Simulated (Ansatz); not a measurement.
Reaction (ligand exchange at a B–C bond): `BCC1CO1` + `OCO` → `BOCO` + `CC1CO1`

Gas-phase electronic energies from Ansatz, PBE0-D4/def2-TZVP geometries. CCSD(T)/CBS is the MP2 limit (def2-TZVPP, def2-QZVPP) plus CCSD(T) − MP2 in def2-TZVPP, frozen cores. This one scheme is used for every species. Functionals use def2-TZVPP. Each species was taken in one conformer, which may not be the lowest.

| level | ΔE (kJ/mol) |
| --- | --- |
| ωB97X-V | -139.4 |
| CCSD/def2-TZVPP | -141.2 |
| SCS-MP2/def2-QZVPP | -142.3 |
| HF/CBS(def2) | -144.8 |

Problem. What does CCSD(T)/CBS give? (Best estimate.)

Solution. The calculation gave: -139.7 kJ/mol. The listed levels differ from it by 0.3, -1.5, -2.6, -5.1 kJ/mol.

Largest T1 diagnostic among the species: 0.013.
